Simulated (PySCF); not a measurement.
Dipole response of Cl⁺ (chlorine, charge +1)

[Ne] 3s2 3p3 4s1, high-spin 5S determinant (an excited configuration). All numbers are calculated (PySCF 2.14, no relativity, point nucleus, in aug-cc-pV(Q+d)Z with one added diffuse shell each of s, p, d, f, g type (8s7p6d4f3g, 114 functions)). Coupled (time-dependent) response in atomic units; α is the mean over directions.

```
 method  mean α (bohr³)  C₆ (like pair)  S(−4)
r2SCANh           132.9            1294  15780
  M06-L           113.6            1044  11200
```

S(−4) is the Cauchy moment in α(ω) = α(0) + S(−4) ω² + …

α(iu) at r2SCANh:

| u (hartree) | α(iu) (bohr³) |
| --- | --- |
| 0 | 132.9 |
| 0.0500 | 102.8 |
| 0.100 | 62.64 |
| 0.200 | 27.14 |
| 0.300 | 15.86 |
| 0.500 | 8.370 |
| 0.750 | 5.065 |
| 1.00 | 3.451 |
| 1.50 | 1.896 |
| 2.00 | 1.197 |
| 3.00 | 0.6105 |
| 5.00 | 0.2617 |

A single London oscillator, α(iu) = α/(1 + u²/ω²), gives C₆ = (3/4) ω α². Matching the computed C₆ needs ω = 4 × 1294 / (3 × 132.9²) = 0.0977 hartree.

For an ion, C₆ is the dispersion term alone; charge-induced terms of lower order in 1/R come first.

The outer electron is Rydberg-like, and this basis confines it to a smaller radius and binds it less than a complete one would.
